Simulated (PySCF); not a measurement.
Molecule: `C#CP1CCOCC1`, C$_{6}$H$_{9}$OP.

Geometry (Å), atoms numbered from 1 in this order:
```xyz
17

C     3.475    0.042    0.535
C     2.289    0.023    0.729
P     0.578   -0.008    1.172
C     0.038   -1.365    0.004
C    -1.453   -1.192   -0.289
O    -1.746   -0.011   -0.996
C    -1.485    1.160   -0.260
C     0.000    1.366    0.041
H     4.506    0.059    0.325
H     0.210   -2.336    0.473
H     0.611   -1.314   -0.926
H    -1.810   -2.004   -0.929
H    -2.020   -1.213    0.656
H    -1.863    1.977   -0.880
H    -2.054    1.143    0.685
H     0.575    1.358   -0.888
H     0.143    2.328    0.539
```

Frames of a GFN2-xTB Langevin trajectory at 300 K; GIAO PBE0/pcSseg-1 shieldings in PySCF, gas phase, non-relativistic; equivalent atoms averaged within each frame.

Scale: TMS for ¹³C (186.93 ppm), ¹H (31.72 ppm); ³¹P (318.38 ppm) against H3PO4; ¹⁷O (336.08 ppm) against H2O (reference shieldings calculated alike). The references are static minima.

How do the shifts (ppm) fluctuate along the trajectory?

Answers


```tsv
time (fs)	C1	C2	C5/C7	C4/C8	P3	O6	H12/H13/H14/H15	H9	H10/H11/H16/H17
optimised geometry	99.4	91.4	70.0	32.1	-107.7	52.2	3.90	2.35	1.98
250	102.5	89.8	71.6	35.1	-80.1	53.6	4.24	2.92	2.47
425	105.1	96.7	73.5	32.8	-110.0	67.0	3.91	4.02	2.12
625	99.0	94.7	68.7	37.9	-76.6	61.8	3.62	2.90	2.60
800	104.8	94.0	78.4	35.9	-102.0	77.5	4.48	2.81	2.27
1000	105.3	96.8	69.3	39.1	-72.7	64.6	3.90	4.47	2.51
mean of frames	103.3	94.4	72.3	36.2	-88.3	64.9	4.03	3.42	2.39
standard deviation	2.7	2.8	3.9	2.5	16.6	8.7	0.33	0.77	0.19
```

5 frames give an uncertainty of the mean of about the standard deviation over 2.2 at best, since frames this close in time may not be independent; classical motion lacks zero-point vibration, and the reference would need the same averaging.
